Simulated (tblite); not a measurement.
A geometry optimisation, step by step.

C5H12AsBO.
Atom-mapped SMILES: `[CH2:1]=[CH:2][C@@H:3]([CH:4]=[O:5])[CH2:6][BH2-:7][AsH3+:8]` (hydrogens: H9, H10 on C1; H11 on C2; H12 on C3; H13 on C4; H14, H15 on C6; H16, H17 on B7; H18, H19, H20 on As8)
Bond orders are those of one Lewis drawing.

Computed with GFN2-xTB (tblite), gas phase: L-BFGS steps from a force-field or distance-geometry start until the largest atomic force falls under 0.01 eV/Å. 9 of its 136 geometries are shown.

Step 0: E = -663.4284 eV, largest atomic force 2.328 eV/Å
```
atom  x, y, z in Å  |  force x, y, z in eV/Å
C1     -1.922    1.547   -0.343   -1.006   1.214  -0.436
C2     -1.964    0.275   -0.660   -0.740  -0.005  -0.905
C3     -1.138   -0.809   -0.079   -1.137  -1.290   0.674
C4     -0.505   -1.661   -1.122    1.330   0.245   0.355
O5      0.696   -1.814   -1.213   -0.535  -0.044  -0.061
C6     -0.180   -0.308    0.946   -0.623   0.287   2.225
B7      0.881    0.740    0.432    0.602   1.310   0.133
As8     2.797    0.010    0.397   -0.771   0.080  -0.235
H9     -1.291    2.014    0.390   -0.038  -0.180  -0.068
H10    -2.622    2.231   -0.869    0.615  -0.460   0.494
H11    -2.690   -0.018   -1.435    0.402  -0.117   0.314
H12    -1.870   -1.493    0.462    0.368   0.297  -0.597
H13    -1.190   -2.184   -1.784   -0.281  -0.171  -0.423
H14     0.270   -1.152    1.511   -0.222   0.202  -0.291
H15    -0.813    0.267    1.695    0.498  -0.967  -0.529
H16     0.915    1.675    1.213    0.330  -0.019  -0.226
H17     0.649    1.128   -0.657    0.261   0.110  -0.376
H18     3.673    0.595    1.561   -0.014  -0.786  -1.015
H19     2.846   -1.544    0.480    0.738   1.057  -0.151
H20     3.454    0.511   -0.929    0.219  -0.761   1.118
```

Step 17: E = -664.4360 eV, largest atomic force 0.243 eV/Å
```
atom  x, y, z in Å  |  force x, y, z in eV/Å
C1     -2.084    1.531   -0.396    0.040  -0.045  -0.013
C2     -2.061    0.250   -0.709   -0.022   0.082  -0.009
C3     -1.207   -0.789   -0.015    0.008   0.116  -0.035
C4     -0.444   -1.560   -1.045    0.145   0.033  -0.117
O5      0.753   -1.691   -1.086    0.021   0.013   0.075
C6     -0.263   -0.224    1.044    0.052   0.066   0.029
B7      0.801    0.891    0.475   -0.205   0.071   0.040
As8     2.731   -0.066    0.351    0.136  -0.127  -0.157
H9     -1.454    1.921    0.381   -0.081   0.099   0.047
H10    -2.693    2.244   -0.926   -0.065  -0.099   0.010
H11    -2.694   -0.118   -1.506    0.019  -0.126  -0.031
H12    -1.909   -1.511    0.432    0.015  -0.031   0.033
H13    -1.076   -2.039   -1.815   -0.051  -0.021  -0.102
H14     0.292   -1.073    1.460   -0.054  -0.044   0.078
H15    -0.884    0.162    1.850    0.053   0.101   0.069
H16     1.008    1.812    1.215    0.076  -0.168  -0.109
H17     0.629    1.205   -0.664    0.143   0.037   0.121
H18     3.780    0.325    1.341    0.007   0.000  -0.003
H19     3.131   -1.498    0.401   -0.115   0.083   0.001
H20     3.639    0.238   -0.791   -0.123  -0.039   0.072
```

Step 34: E = -664.5492 eV, largest atomic force 0.147 eV/Å
```
atom  x, y, z in Å  |  force x, y, z in eV/Å
C1     -2.305    1.484   -0.425    0.036  -0.046  -0.043
C2     -2.071    0.221   -0.725   -0.006  -0.002   0.070
C3     -1.132   -0.723   -0.011    0.013  -0.012  -0.033
C4     -0.324   -1.434   -1.048    0.052  -0.040  -0.060
O5      0.855   -1.674   -0.993    0.012   0.012  -0.023
C6     -0.257   -0.129    1.096   -0.003   0.087  -0.071
B7      0.889    0.912    0.568   -0.007   0.047  -0.016
As8     2.733   -0.194    0.310   -0.007  -0.054  -0.067
H9     -1.806    2.001    0.377   -0.024  -0.068  -0.047
H10    -3.009    2.055   -1.009    0.026   0.033   0.069
H11    -2.602   -0.240   -1.553    0.037   0.042   0.063
H12    -1.777   -1.516    0.407   -0.009   0.001   0.047
H13    -0.913   -1.764   -1.927    0.017  -0.032  -0.049
H14     0.220   -0.966    1.629   -0.110   0.088  -0.042
H15    -0.925    0.354    1.810    0.034  -0.012   0.045
H16     1.234    1.741    1.352   -0.052  -0.056   0.051
H17     0.729    1.341   -0.531   -0.020   0.010   0.017
H18     3.880    0.176    1.192    0.085   0.021   0.006
H19     3.027   -1.642    0.390    0.007   0.031   0.064
H20     3.548    0.007   -0.912   -0.082  -0.050   0.017
```

Step 51: E = -664.6152 eV, largest atomic force 0.157 eV/Å
```
atom  x, y, z in Å  |  force x, y, z in eV/Å
C1     -2.361    1.427   -0.414   -0.054   0.030   0.026
C2     -2.084    0.183   -0.750   -0.036   0.034   0.012
C3     -1.084   -0.712   -0.063   -0.010   0.047  -0.033
C4     -0.241   -1.377   -1.099    0.016  -0.007   0.009
O5      0.939   -1.606   -1.008    0.019  -0.040  -0.039
C6     -0.276   -0.053    1.060   -0.008  -0.016   0.025
B7      0.937    0.959    0.648   -0.006  -0.007   0.010
As8     2.713   -0.234    0.331   -0.063  -0.047  -0.136
H9     -1.865    1.929    0.397    0.027   0.030  -0.032
H10    -3.111    1.997   -0.935    0.010  -0.008  -0.050
H11    -2.613   -0.286   -1.571    0.013   0.001  -0.010
H12    -1.673   -1.547    0.359   -0.002   0.026   0.005
H13    -0.795   -1.696   -2.007    0.047   0.014   0.023
H14     0.126   -0.850    1.695    0.031  -0.072  -0.004
H15    -0.991    0.482    1.685   -0.016  -0.029   0.076
H16     1.261    1.670    1.546    0.028  -0.008   0.026
H17     0.853    1.524   -0.397   -0.051  -0.038  -0.006
H18     4.027    0.202    0.894    0.099   0.095   0.034
H19     2.963   -1.655    0.657   -0.036   0.021   0.065
H20     3.268   -0.346   -1.032   -0.008  -0.026  -0.003
```

Step 68: E = -664.6583 eV, largest atomic force 0.100 eV/Å
```
atom  x, y, z in Å  |  force x, y, z in eV/Å
C1     -2.297    1.476   -0.428    0.014   0.000  -0.011
C2     -2.061    0.219   -0.747    0.013   0.005  -0.027
C3     -1.090   -0.715   -0.070   -0.010  -0.025  -0.034
C4     -0.241   -1.386   -1.101    0.010  -0.035  -0.002
O5      0.933   -1.641   -0.990   -0.029  -0.023   0.038
C6     -0.264   -0.131    1.079   -0.016  -0.005  -0.026
B7      0.898    0.940    0.668   -0.007   0.033  -0.002
As8     2.682   -0.173    0.266    0.014   0.026  -0.096
H9     -1.762    1.988    0.351   -0.014  -0.040   0.035
H10    -3.038    2.051   -0.957    0.028  -0.001  -0.016
H11    -2.612   -0.246   -1.557   -0.023   0.015   0.004
H12    -1.714   -1.540    0.320    0.002  -0.021   0.018
H13    -0.777   -1.694   -2.022   -0.007   0.051   0.013
H14     0.186   -0.978    1.613    0.013   0.007   0.023
H15    -0.962    0.327    1.779   -0.018   0.003   0.024
H16     1.242    1.634    1.574    0.023  -0.006   0.048
H17     0.716    1.541   -0.341    0.031   0.012  -0.039
H18     4.003    0.395    0.700   -0.009   0.024   0.009
H19     2.939   -1.476    0.907   -0.010  -0.033   0.022
H20     3.216   -0.582   -1.050   -0.005   0.014   0.019
```

Step 84: E = -664.6658 eV, largest atomic force 0.023 eV/Å
```
atom  x, y, z in Å  |  force x, y, z in eV/Å
C1     -2.292    1.469   -0.429    0.012   0.007   0.001
C2     -2.058    0.213   -0.755    0.000  -0.004  -0.002
C3     -1.094   -0.720   -0.070    0.000  -0.003  -0.007
C4     -0.239   -1.393   -1.094    0.003  -0.002   0.003
O5      0.919   -1.701   -0.946    0.005  -0.002   0.008
C6     -0.268   -0.128    1.076   -0.004   0.000  -0.004
B7      0.895    0.947    0.673    0.003  -0.003  -0.008
As8     2.664   -0.170    0.229   -0.012   0.013  -0.002
H9     -1.774    1.960    0.374   -0.001   0.000   0.010
H10    -3.007    2.063   -0.973   -0.003  -0.016   0.004
H11    -2.600   -0.243   -1.576    0.006   0.013  -0.010
H12    -1.710   -1.547    0.329   -0.012   0.006  -0.008
H13    -0.751   -1.634   -2.047    0.000  -0.005   0.010
H14     0.193   -0.969    1.611   -0.006  -0.001   0.008
H15    -0.968    0.322    1.781   -0.004   0.008   0.006
H16     1.268    1.596    1.602    0.004  -0.003   0.005
H17     0.714    1.587   -0.314   -0.008   0.002  -0.002
H18     3.977    0.437    0.630    0.001   0.010   0.005
H19     2.925   -1.429    0.954    0.017  -0.015  -0.003
H20     3.201   -0.650   -1.060    0.001  -0.007  -0.013
```

Step 101: E = -664.6679 eV, largest atomic force 0.024 eV/Å
```
atom  x, y, z in Å  |  force x, y, z in eV/Å
C1     -2.284    1.475   -0.419    0.002  -0.007  -0.007
C2     -2.038    0.228   -0.768    0.006  -0.001  -0.011
C3     -1.097   -0.720   -0.072   -0.009  -0.005  -0.010
C4     -0.237   -1.415   -1.078   -0.007  -0.007   0.007
O5      0.916   -1.733   -0.912   -0.002  -0.001  -0.010
C6     -0.280   -0.130    1.081   -0.011  -0.009  -0.005
B7      0.890    0.936    0.678    0.001  -0.007   0.001
As8     2.657   -0.173    0.214    0.011  -0.003   0.009
H9     -1.790    1.950    0.409   -0.020  -0.006  -0.007
H10    -2.991    2.076   -0.967    0.013  -0.002  -0.001
H11    -2.554   -0.208   -1.617    0.001   0.008  -0.001
H12    -1.734   -1.534    0.321   -0.001   0.001   0.001
H13    -0.741   -1.669   -2.032    0.002   0.009   0.021
H14     0.168   -0.969    1.630    0.007  -0.010  -0.009
H15    -0.986    0.330    1.772    0.011   0.012   0.017
H16     1.272    1.574    1.611    0.007   0.014   0.000
H17     0.705    1.583   -0.304    0.000   0.007   0.011
H18     3.955    0.479    0.590    0.008  -0.003   0.003
H19     2.971   -1.420    0.941    0.002   0.007  -0.003
H20     3.193   -0.649   -1.079   -0.020   0.003  -0.005
```

Step 118: E = -664.6703 eV, largest atomic force 0.027 eV/Å
```
atom  x, y, z in Å  |  force x, y, z in eV/Å
C1     -2.289    1.478   -0.424    0.007  -0.001   0.003
C2     -2.002    0.247   -0.797   -0.004   0.010  -0.003
C3     -1.103   -0.716   -0.066   -0.003   0.003  -0.004
C4     -0.244   -1.445   -1.046    0.022   0.012  -0.009
O5      0.904   -1.770   -0.868    0.008  -0.004   0.003
C6     -0.287   -0.135    1.093   -0.002  -0.005   0.001
B7      0.889    0.927    0.701    0.008   0.003   0.002
As8     2.653   -0.170    0.205   -0.012  -0.005  -0.001
H9     -1.864    1.928    0.454   -0.007   0.000  -0.005
H10    -2.961    2.092   -1.001    0.013  -0.006   0.002
H11    -2.450   -0.164   -1.694   -0.007   0.002  -0.003
H12    -1.772   -1.505    0.325   -0.001  -0.007   0.011
H13    -0.746   -1.712   -1.998   -0.007  -0.014   0.004
H14     0.156   -0.981    1.635    0.001  -0.007   0.001
H15    -0.989    0.325    1.790   -0.002   0.004   0.004
H16     1.277    1.555    1.639    0.001   0.004   0.008
H17     0.705    1.590   -0.271   -0.005   0.009  -0.001
H18     3.952    0.510    0.520    0.004   0.000  -0.002
H19     3.031   -1.410    0.916   -0.014   0.003  -0.011
H20     3.132   -0.633   -1.114    0.002   0.001   0.002
```

Step 135: E = -664.6711 eV, largest atomic force 0.007 eV/Å
```
atom  x, y, z in Å  |  force x, y, z in eV/Å
C1     -2.276    1.480   -0.428   -0.002   0.000   0.001
C2     -1.983    0.252   -0.806    0.002   0.004  -0.004
C3     -1.101   -0.718   -0.064    0.000   0.003   0.001
C4     -0.245   -1.463   -1.034   -0.002  -0.006   0.002
O5      0.905   -1.780   -0.858    0.000   0.003  -0.001
C6     -0.287   -0.138    1.097    0.002   0.001   0.001
B7      0.885    0.932    0.712    0.003   0.001   0.001
As8     2.641   -0.159    0.193   -0.005   0.001   0.000
H9     -1.875    1.920    0.467    0.003   0.000  -0.004
H10    -2.929    2.103   -1.016    0.001  -0.005  -0.001
H11    -2.410   -0.147   -1.720   -0.004  -0.003  -0.004
H12    -1.781   -1.497    0.328   -0.002   0.000   0.004
H13    -0.755   -1.758   -1.974   -0.003   0.003   0.000
H14     0.159   -0.985    1.635   -0.004  -0.002   0.003
H15    -0.991    0.316    1.796   -0.001  -0.001   0.002
H16     1.277    1.548    1.657   -0.001  -0.004   0.001
H17     0.692    1.610   -0.247    0.001   0.001   0.002
H18     3.945    0.514    0.504    0.006   0.002  -0.003
H19     3.017   -1.406    0.889    0.000  -0.001  -0.001
H20     3.107   -0.612   -1.135    0.005   0.002   0.000
```

**Question.** Summarise the path.

**Answer.** The energy falls by 28.66 kcal/mol from step 0 to step 135; nine tenths of that is first reached at step 34. It falls at every step. The largest force goes from 2.328 to 0.007 eV/Å. Among the bonds As8–H20 changes most, from 1.562 to 1.478 Å; the atoms move by 0.524 Å rms after alignment.

**Question.** Follow the three bonds and two angles with the largest change from start to end.

**Answer.** 
```json
{"step": "0", "E above end (kcal/mol)": "28.66", "largest force (eV/Å)": "2.328", "As8–H20 (Å)": "1.562", "B7–As8 (Å)": "2.051", "As8–H19 (Å)": "1.557", "B7–As8–H20 (°)": "107.1", "H19–As8–H20 (°)": "110.7"}
{"step": "6", "E above end (kcal/mol)": "9.82", "largest force (eV/Å)": "0.391", "As8–H20 (Å)": "1.462", "B7–As8 (Å)": "2.002", "As8–H19 (Å)": "1.455", "B7–As8–H20 (°)": "117.0", "H19–As8–H20 (°)": "98.4"}
{"step": "12", "E above end (kcal/mol)": "6.34", "largest force (eV/Å)": "0.237", "As8–H20 (Å)": "1.478", "B7–As8 (Å)": "2.188", "As8–H19 (Å)": "1.477", "B7–As8–H20 (°)": "119.9", "H19–As8–H20 (°)": "94.6"}
{"step": "18", "E above end (kcal/mol)": "5.18", "largest force (eV/Å)": "0.273", "As8–H20 (Å)": "1.491", "B7–As8 (Å)": "2.163", "As8–H19 (Å)": "1.488", "B7–As8–H20 (°)": "120.3", "H19–As8–H20 (°)": "92.9"}
{"step": "23", "E above end (kcal/mol)": "4.34", "largest force (eV/Å)": "0.257", "As8–H20 (Å)": "1.474", "B7–As8 (Å)": "2.203", "As8–H19 (Å)": "1.474", "B7–As8–H20 (°)": "120.0", "H19–As8–H20 (°)": "93.9"}
{"step": "29", "E above end (kcal/mol)": "3.32", "largest force (eV/Å)": "0.174", "As8–H20 (Å)": "1.481", "B7–As8 (Å)": "2.158", "As8–H19 (Å)": "1.478", "B7–As8–H20 (°)": "120.0", "H19–As8–H20 (°)": "94.5"}
{"step": "35", "E above end (kcal/mol)": "2.73", "largest force (eV/Å)": "0.162", "As8–H20 (Å)": "1.484", "B7–As8 (Å)": "2.163", "As8–H19 (Å)": "1.480", "B7–As8–H20 (°)": "119.9", "H19–As8–H20 (°)": "93.7"}
{"step": "41", "E above end (kcal/mol)": "2.32", "largest force (eV/Å)": "0.203", "As8–H20 (Å)": "1.478", "B7–As8 (Å)": "2.197", "As8–H19 (Å)": "1.479", "B7–As8–H20 (°)": "118.6", "H19–As8–H20 (°)": "93.7"}
{"step": "47", "E above end (kcal/mol)": "1.61", "largest force (eV/Å)": "0.230", "As8–H20 (Å)": "1.472", "B7–As8 (Å)": "2.184", "As8–H19 (Å)": "1.481", "B7–As8–H20 (°)": "118.1", "H19–As8–H20 (°)": "94.6"}
{"step": "53", "E above end (kcal/mol)": "1.16", "largest force (eV/Å)": "0.118", "As8–H20 (Å)": "1.473", "B7–As8 (Å)": "2.153", "As8–H19 (Å)": "1.481", "B7–As8–H20 (°)": "120.1", "H19–As8–H20 (°)": "94.0"}
{"step": "59", "E above end (kcal/mol)": "0.77", "largest force (eV/Å)": "0.120", "As8–H20 (Å)": "1.483", "B7–As8 (Å)": "2.153", "As8–H19 (Å)": "1.478", "B7–As8–H20 (°)": "122.9", "H19–As8–H20 (°)": "95.0"}
{"step": "65", "E above end (kcal/mol)": "0.40", "largest force (eV/Å)": "0.100", "As8–H20 (Å)": "1.475", "B7–As8 (Å)": "2.146", "As8–H19 (Å)": "1.478", "B7–As8–H20 (°)": "126.3", "H19–As8–H20 (°)": "95.2"}
{"step": "70", "E above end (kcal/mol)": "0.26", "largest force (eV/Å)": "0.057", "As8–H20 (Å)": "1.475", "B7–As8 (Å)": "2.142", "As8–H19 (Å)": "1.480", "B7–As8–H20 (°)": "128.2", "H19–As8–H20 (°)": "94.4"}
{"step": "76", "E above end (kcal/mol)": "0.16", "largest force (eV/Å)": "0.044", "As8–H20 (Å)": "1.479", "B7–As8 (Å)": "2.146", "As8–H19 (Å)": "1.475", "B7–As8–H20 (°)": "129.8", "H19–As8–H20 (°)": "94.7"}
{"step": "82", "E above end (kcal/mol)": "0.13", "largest force (eV/Å)": "0.025", "As8–H20 (Å)": "1.477", "B7–As8 (Å)": "2.140", "As8–H19 (Å)": "1.478", "B7–As8–H20 (°)": "130.5", "H19–As8–H20 (°)": "94.9"}
{"step": "88", "E above end (kcal/mol)": "0.11", "largest force (eV/Å)": "0.020", "As8–H20 (Å)": "1.478", "B7–As8 (Å)": "2.135", "As8–H19 (Å)": "1.476", "B7–As8–H20 (°)": "130.7", "H19–As8–H20 (°)": "94.9"}
{"step": "94", "E above end (kcal/mol)": "0.09", "largest force (eV/Å)": "0.022", "As8–H20 (Å)": "1.478", "B7–As8 (Å)": "2.135", "As8–H19 (Å)": "1.477", "B7–As8–H20 (°)": "131.1", "H19–As8–H20 (°)": "94.7"}
{"step": "100", "E above end (kcal/mol)": "0.07", "largest force (eV/Å)": "0.024", "As8–H20 (Å)": "1.478", "B7–As8 (Å)": "2.137", "As8–H19 (Å)": "1.477", "B7–As8–H20 (°)": "131.1", "H19–As8–H20 (°)": "94.7"}
{"step": "106", "E above end (kcal/mol)": "0.05", "largest force (eV/Å)": "0.028", "As8–H20 (Å)": "1.479", "B7–As8 (Å)": "2.140", "As8–H19 (Å)": "1.477", "B7–As8–H20 (°)": "130.7", "H19–As8–H20 (°)": "94.6"}
{"step": "112", "E above end (kcal/mol)": "0.03", "largest force (eV/Å)": "0.032", "As8–H20 (Å)": "1.478", "B7–As8 (Å)": "2.134", "As8–H19 (Å)": "1.477", "B7–As8–H20 (°)": "129.8", "H19–As8–H20 (°)": "94.7"}
{"step": "117", "E above end (kcal/mol)": "0.02", "largest force (eV/Å)": "0.026", "As8–H20 (Å)": "1.478", "B7–As8 (Å)": "2.136", "As8–H19 (Å)": "1.478", "B7–As8–H20 (°)": "129.5", "H19–As8–H20 (°)": "94.8"}
{"step": "123", "E above end (kcal/mol)": "0.01", "largest force (eV/Å)": "0.020", "As8–H20 (Å)": "1.478", "B7–As8 (Å)": "2.132", "As8–H19 (Å)": "1.477", "B7–As8–H20 (°)": "129.3", "H19–As8–H20 (°)": "94.8"}
{"step": "129", "E above end (kcal/mol)": "0.00", "largest force (eV/Å)": "0.014", "As8–H20 (Å)": "1.478", "B7–As8 (Å)": "2.132", "As8–H19 (Å)": "1.478", "B7–As8–H20 (°)": "129.4", "H19–As8–H20 (°)": "94.7"}
{"step": "135", "E above end (kcal/mol)": "0.00", "largest force (eV/Å)": "0.007", "As8–H20 (Å)": "1.478", "B7–As8 (Å)": "2.132", "As8–H19 (Å)": "1.477", "B7–As8–H20 (°)": "129.5", "H19–As8–H20 (°)": "94.8"}
```

The cost below is that of the whole relaxation. Hardware: one thread of an Arm Neoverse V2 (shared host). Cost: 0.89 s wall.
